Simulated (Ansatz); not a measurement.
Basis-set series for C6H4HfO (`C#[C][Hf]([OH])([C]#C)[C]#C`). The species carries charge 0 and has multiplicity 1. Hf takes the def2 core potential. Geometry: relaxed with PBE0-D4/def2-TZVP. It is one conformer, not always the lowest.

| functional | basis | functions | energy (Eh) | HOMO (eV) | LUMO (eV) |
| --- | --- | --- | --- | --- | --- |
| PBE0-D4 | def2-TZVPP | 329 | -353.93307 | -7.97 | -1.87 |
| PBE0-D4 | def2-QZVPP | 600 | -353.95016 | -7.99 | -1.90 |
| ωB97M-V | def2-TZVPP | 329 | -354.13819 | -10.18 | 0.11 |
| ωB97M-V | def2-QZVPP | 600 | -354.15347 | -10.20 | 0.06 |

(1) Give the rows for def2-SVP. (Best estimate.)

Answers

(1) Ansatz gave: 
```json
{"functional": "PBE0-D4", "basis": "def2-SVP", "functions": "150", "energy (Eh)": "-353.56470", "HOMO (eV)": "-7.92", "LUMO (eV)": "-1.81"}
{"functional": "ωB97M-V", "basis": "def2-SVP", "functions": "150", "energy (Eh)": "-353.75586", "HOMO (eV)": "-10.11", "LUMO (eV)": "0.19"}
```

Positive LUMOs are unbound and depend on the basis.
